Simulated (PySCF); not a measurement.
## B²⁺: ionisation energy

B²⁺ [He] 2s1 (2S) → B³⁺ 1s2 (1S), as a difference of total energies. Calculation: PySCF 2.14, in aug-cc-pCVTZ-DK (7s6p4d2f, 59 functions); the spin-free X2C one-electron Hamiltonian (Gaussian nucleus). Correlated levels: valence and next inner shell: nothing frozen. The calculations carry no spin-orbit coupling.

```json
{"method": "UHF", "ionisation energy (eV)": "37.827"}
{"method": "LDA", "ionisation energy (eV)": "37.905"}
{"method": "PBE", "ionisation energy (eV)": "38.292"}
{"method": "PBE0", "ionisation energy (eV)": "38.234"}
{"method": "r2SCAN", "ionisation energy (eV)": "37.864"}
{"method": "PBEsol", "ionisation energy (eV)": "37.984"}
{"method": "M06", "ionisation energy (eV)": "37.671"}
{"method": "BP86", "ionisation energy (eV)": "38.102"}
{"method": "B97-3", "ionisation energy (eV)": "37.926"}
{"method": "MP2 (valence and next inner shell)", "ionisation energy (eV)": "37.902"}
{"method": "SCS-MP2 (valence and next inner shell)", "ionisation energy (eV)": "37.893"}
```

Problem. How much does correlation contribute at MP2 (valence and next inner shell)?

Solution. 37.902 − (37.827) = 0.075 eV, measured against UHF.

Errors of the correlated levels include the incompleteness of this basis.

For comparison: 37.931 eV (measured; NIST Atomic Spectra Database, ionization energies).
